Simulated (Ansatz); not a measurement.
FH$_{6}$N$_{3}$Sn (`[NH2][Sn]([NH2])([NH2])[F]`), relaxed with RKS PBE-D4/def2-SVP in the Gaussian-basis code of Ansatz from a rough embedded geometry. The force threshold is 0.03 eV/Å; the program also tests the step.

Charge 0, multiplicity 1. Sn takes the def2 core potential.

Start:

```xyz
11

N    -0.935   -1.601    0.078
Sn   -0.315    0.296    0.086
N     1.404    0.407    1.200
N     0.054    0.958   -1.864
F    -1.682    1.447    0.834
H    -1.093   -1.931    1.098
H    -0.206   -2.203   -0.306
H     1.643    1.490    1.223
H     1.150    0.184    2.225
H    -0.803    0.741   -2.368
H     0.784    0.212   -2.206
```

```
         step  energy (eV)  largest force (eV/Å)  largest move (Å)
            1  -13103.0785                 2.253             0.000
            2  -13103.4320                 0.909             0.180
            3  -13103.4956                 0.321             0.085
            4  -13103.5070                 0.151             0.080
            5  -13103.5111                 0.455             0.136
            6  -13103.5181                 0.221             0.059
            7  -13103.5254                 0.039             0.143
            8  -13103.5263                 0.049             0.021
 9 (rejected)  -13103.5062                 0.979             0.198
           10  -13103.5296                 0.173             0.095
           11  -13103.5312                 0.335             0.099
           12  -13103.5387                 0.137             0.150
           13  -13103.5514                 0.193             0.200
           14  -13103.5661                 0.093             0.200
           15  -13103.5803                 0.071             0.200
16 (rejected)  -13103.5513                 1.122             0.199
           17  -13103.5867                 0.057             0.100
           18  -13103.5903                 0.182             0.100
           19  -13103.5989                 0.044             0.141
           20  -13103.6010                 0.297             0.157
21 (rejected)  -13103.5951                 0.288             0.098
           22  -13103.6050                 0.079             0.049
23 (rejected)  -13103.6026                 0.341             0.098
           24  -13103.6060                 0.022             0.042
           25  -13103.6062                 0.059             0.037
           26  -13103.6063                 0.021             0.006
```

End:

```xyz
11

N    -0.573   -1.902    0.017
Sn   -0.188    0.113    0.085
N     1.416    0.474    1.313
N     0.203    0.822   -1.801
F    -1.779    1.054    0.800
H    -1.585   -2.073    0.106
H    -0.126   -2.359    0.824
H     2.000    1.213    0.894
H     1.094    0.834    2.223
H    -0.327    1.689   -1.968
H    -0.134    0.135   -2.492
```

It took 26 s on 4 threads of an Arm Neoverse V2 on a shared host, with 0.16 GiB of host memory at the peak.
